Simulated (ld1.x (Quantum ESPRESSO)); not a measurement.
**Which change was made? (B, PAW)**

B (Z = 5), PAW, made with ld1.x (Quantum ESPRESSO) 7.5 (LDA (PZ), scalar-relativistic). Core [He], reference 2s2 2p1. Waves: 2s (bound): rcut 0.90, rcutus 1.25 bohr; 2s channel at 1.65 Ry: rcut 0.90, rcutus 1.25 bohr; 2p (bound): rcut 2.10, rcutus 2.60 bohr; 2p channel at 0.55 Ry: rcut 2.10, rcutus 2.60 bohr; 3d channel at -0.1 Ry: rcut 1.80, rcutus 2.20 bohr. Local part: all-electron potential smoothed inside 1.45 bohr (lloc = -2). Core correction: a·sin(br)/r model core inside 1.15 bohr. Augmentation charge: PSQ, inside the norm-conserving radii.

Cutoffs, loose and tight: the cutoffs (Ry, on a coarse ladder) from which the occupation-weighted sum of valence levels, in a spherical-Bessel basis at the reference potential, stays within 10 and 1 mRy of its value at 400 Ry. They do not see the model core or the augmentation charge, which bear on the density cutoff. Test errors are all-electron minus pseudo excitation energies from the reference, over the configurations 2s2 2p0; 2s1 2p0; 2s2 2p0.5; 2s1 2p1; 2s1 2p2; 2s2 2p1.3; 2s0 2p3 (two spin-polarised tests are not counted in the largest error); variants that change the core or the reference have their own tests.

The base gives: outcome: generated; cutoff, loose: 18 Ry; cutoff, tight: 25 Ry; bound ghosts: none; largest test error (meV): -7.8.

**Question.** After one change the result is: outcome: generated, overlap not positive; bound ghosts: not determined (overlap not positive); largest test error (meV): -7.8. Which change was it?
A. reference 2s2 2p0; added wave 3d channel at 1.5 Ry: rcut 1.80, rcutus 2.20 bohr
B. all radii but the core radius scaled by about 1.11 (s 1.38, p 2.88, d 2.44 bohr, rcut 1.00/2.32/2.00); local potential all-electron potential smoothed inside 1.60 bohr (lloc = -2)
C. waves 2s (bound): rcut 0.90, rcutus 1.70 bohr; 2s channel at 1.65 Ry: rcut 0.90, rcutus 1.70 bohr
D. local potential all-electron potential smoothed inside 1.20 bohr (lloc = -1)

**Answer.** D. The others give: waves 2s (bound): rcut 0.90, rcutus 1.70 bohr; 2s channel at 1.65 Ry: rcut 0.90, rcutus 1.70 bohr → outcome: generated; cutoff, loose: 8 Ry; cutoff, tight: 10 Ry; bound ghosts: none; largest test error (meV): -7.3 | reference 2s2 2p0; added wave 3d channel at 1.5 Ry: rcut 1.80, rcutus 2.20 bohr → outcome: generated; cutoff, loose: 18 Ry; cutoff, tight: 25 Ry; bound ghosts: none; largest test error (meV): +8.3 | all radii but the core radius scaled by about 1.11 (s 1.38, p 2.88, d 2.44 bohr, rcut 1.00/2.32/2.00); local potential all-electron potential smoothed inside 1.60 bohr (lloc = -2) → outcome: generated; cutoff, loose: 10 Ry; cutoff, tight: 18 Ry; bound ghosts: none; largest test error (meV): -8.0. A file whose overlap is not positive is unfit for use, and its test errors describe a broken file.
